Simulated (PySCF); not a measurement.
# Working out the ionisation energy of Cl²⁺

Cl²⁺ [Ne] 3s2 3p3 (4S) → Cl³⁺ [Ne] 3s2 3p2 (3P). Calculation: PySCF 2.14, in aug-cc-pCVTZ-DK with one added diffuse shell each of s, p, d, f type (9s8p6d4f, 91 functions); scalar relativity by spin-free X2C-1e. Frozen: nothing. Energies in hartree (1 hartree = 27.21139 eV):

```tsv
part	Cl²⁺ (lower)	Cl³⁺ (upper)
UHF	-459.633658	-458.201982
MP2 opposite-spin	-0.314547	-0.303253
MP2 same-spin	-0.121253	-0.106540
```

Problem. What does Hartree-Fock give?

Solution. (-458.201982) − (-459.633658) = 1.431676 hartree = 38.958 eV.

Problem. What do MP2 and SCS-MP2 (6/5 opposite-spin, 1/3 same-spin) give?

Solution. The opposite-spin parts differ by 0.307 eV and the same-spin parts by 0.400 eV. MP2: 38.958 + (0.307) + (0.400) = 39.665 eV. SCS-MP2: 38.958 + 1.2 × (0.307) + (0.400)/3 = 39.460 eV.

A first-order spin-orbit estimate adds -0.101 eV to MP2 (all electrons), giving 39.564 eV against 39.8 ± 0.11 eV (semi-empirical (NIST evaluation); NIST Atomic Spectra Database, ionization energies).

What remains against the reference includes basis incompleteness and correlation beyond second order.
